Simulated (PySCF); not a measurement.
Isomers of C6H9F2N, mass 133.070 u with the commonest isotopes. Level of theory: PBE0-D3(BJ)/def2-SVP geometry optimisation, gas phase in PySCF. One conformer each, none proved a minimum here; rigid rotors.

Question: Order these by radius of gyration √(Σ m r²/M), smallest first.
A. `[F:1][CH:2]([F:3])[C:4]1([C@H:5]2[CH2:6][NH:7]2)[CH2:8][CH2:9]1` with F1–C2–C4–C5 57°, C2–C4–C5–C6 91°
B. `[CH3:1][C@@H:2]1[CH2:3][N:4]=[C:5]([CH:6]([F:7])[F:8])[CH2:9]1` with N4–C5–C6–F7 122°, C1–C2–C3–N4 -96°, C2–C3–N4–C5 -15°, N4–C5–C9–C2 15°, C1–C2–C9–C5 98°
C. `[CH2:1]=[CH:2][C@@H:3]1[CH2:4][NH:5][C@@H:6]1[CH:7]([F:8])[F:9]` with C1–C2–C3–C4 -133°, N5–C6–C7–F8 69°, C2–C3–C4–N5 -139°, C3–C4–N5–C6 17°, C4–N5–C6–C7 101°, C2–C3–C6–N5 138°

Answer: A (1.955 Å), C (2.051 Å), B (2.110 Å).

Question: Order these by dipole moment, largest first.
A. `[CH2:1]=[CH:2][C@@H:3]1[CH2:4][NH:5][C@@H:6]1[CH:7]([F:8])[F:9]` with C1–C2–C3–C4 -133°, N5–C6–C7–F8 69°, C2–C3–C4–N5 -139°, C3–C4–N5–C6 17°, C4–N5–C6–C7 101°, C2–C3–C6–N5 138°
B. `[F:1][CH:2]([F:3])[C:4]1([C@H:5]2[CH2:6][NH:7]2)[CH2:8][CH2:9]1` with F1–C2–C4–C5 57°, C2–C4–C5–C6 91°
C. `[CH3:1][C@@H:2]1[CH2:3][N:4]=[C:5]([CH:6]([F:7])[F:8])[CH2:9]1` with N4–C5–C6–F7 122°, C1–C2–C3–N4 -96°, C2–C3–N4–C5 -15°, N4–C5–C9–C2 15°, C1–C2–C9–C5 98°

Answer: C (2.23 D), A (1.52 D), B (1.10 D).

Question: Order these by rotational constant C, largest first.
A. `[CH2:1]=[CH:2][C@@H:3]1[CH2:4][NH:5][C@@H:6]1[CH:7]([F:8])[F:9]` with C1–C2–C3–C4 -133°, N5–C6–C7–F8 69°, C2–C3–C4–N5 -139°, C3–C4–N5–C6 17°, C4–N5–C6–C7 101°, C2–C3–C6–N5 138°
B. `[CH3:1][C@@H:2]1[CH2:3][N:4]=[C:5]([CH:6]([F:7])[F:8])[CH2:9]1` with N4–C5–C6–F7 122°, C1–C2–C3–N4 -96°, C2–C3–N4–C5 -15°, N4–C5–C9–C2 15°, C1–C2–C9–C5 98°
C. `[F:1][CH:2]([F:3])[C:4]1([C@H:5]2[CH2:6][NH:7]2)[CH2:8][CH2:9]1` with F1–C2–C4–C5 57°, C2–C4–C5–C6 91°

Answer: C (1160 MHz), A (1005 MHz), B (948.3 MHz).

```
                  SMILES  point group  Ia (u·Å²)  Ib (u·Å²)  Ic (u·Å²)      κ  μa (D)  μb (D)  μc (D)
   C[C@@H]1CN=C(C(F)F)C1           C1     162.17     489.59     532.94  -0.92    2.08    0.11    0.79
   FC(F)C1([C@H]2CN2)CC1           C1     226.51     355.26     435.77  -0.51    0.86    0.43    0.54
C=C[C@@H]1CN[C@@H]1C(F)F           C1     201.22     415.65     502.90  -0.72    1.39    0.55    0.29
```
